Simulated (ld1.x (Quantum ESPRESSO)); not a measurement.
## Configuration tests for O (Z = 8) (RRKJ)

* Element: O
* Generator: ld1.x (Quantum ESPRESSO) 7.5
* Type: norm-conserving RRKJ (Kleinman–Bylander form)
* Functional: PW91
* Relativity: non-relativistic
* Frozen core: [He]
* Valence charge: 6
* Reference configuration: 2s2 2p1 (charge +3)
* Partial waves: 2p (bound): rc 1.50 bohr; 2s (bound): rc 0.80 bohr
* Local potential: the s channel
* Core correction: none
* rho0: 0.001

Energies are relative to the spin-unpolarised reference configuration 2s2 2p1; without spin polarisation the order of configurations can differ from experiment.

(1) Give the all-electron excitation energy and the error of the potential for: 2s2 2p4; 2s2 2p3; 2s2 2p2; 2s0 2p6; 2s2 2p0; 2s2 2p3.5; 2s2 2p4.3.

Levels in the configuration 2s2 2p4.3:

```tsv
level	all-electron (eV)	pseudo (eV)
2s	-19.973	-19.646
2p	-5.269	-5.352
```

Results:

(1)

```csv
valence configuration,charge,ΔE all-electron (eV),error AE − PS (meV)
2s2 2p4,0,-104.249,+940
2s2 2p3,+1,-87.717,+673
2s2 2p2,+2,-54.008,+257
2s0 2p6,0,-74.489,+1822
2s2 2p0,+4,77.040,+519
2s2 2p3.5,+0.5,-97.915,+835
2s2 2p4.3,-0.3,-106.396,+975
```

ld1.x printed “convergence not achieved” for 6 of the counted tests; their residual had stalled under 1e-8, short of the target of 1e-14.
